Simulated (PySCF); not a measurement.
SMILES CS[Si](C)(OC)C (C₄H₁₂OSSi) (GFN2-xTB optimised geometry):

```
19

C     -0.439    -0.932     2.597
O     -0.545    -1.167     1.222
Si     0.100    -0.296     0.000
C      1.998    -0.296     0.000
C     -0.582     1.488     0.000
S     -0.559    -1.390    -1.733
C     -2.315    -1.648    -1.327
H     -1.010    -1.705     3.112
H     -0.843     0.049     2.855
H      0.604    -0.980     2.917
H      2.391     0.290     0.826
H      2.391     0.124    -0.919
H      2.388    -1.305     0.090
H     -1.666     1.496     0.081
H     -0.318     2.015    -0.912
H     -0.187     2.062     0.834
H     -2.705    -2.348    -2.058
H     -2.391    -2.062    -0.328
H     -2.846    -0.705    -1.395
```

Computed with CAM-B3LYP/def2-SVP in PySCF.

Question: What are the frontier orbital energies and the dipole moment?

Answer: HOMO-2 -9.25 eV, HOMO-1 -9.04 eV, HOMO -7.59 eV, LUMO 2.20 eV, LUMO+1 2.41 eV; dipole moment 2.58 D.

Meta-Löwdin charges at CAM-B3LYP/def2-SVP: C1 -0.06, O2 -0.61, Si3 1.05, C4 -0.56, C5 -0.56, S6 -0.23, C7 -0.33, H8 0.11, H9 0.09, H10 0.09, H11 0.11, H12 0.12, H13 0.12, H14 0.11, H15 0.12, H16 0.10, H17 0.12, H18 0.12, H19 0.11.
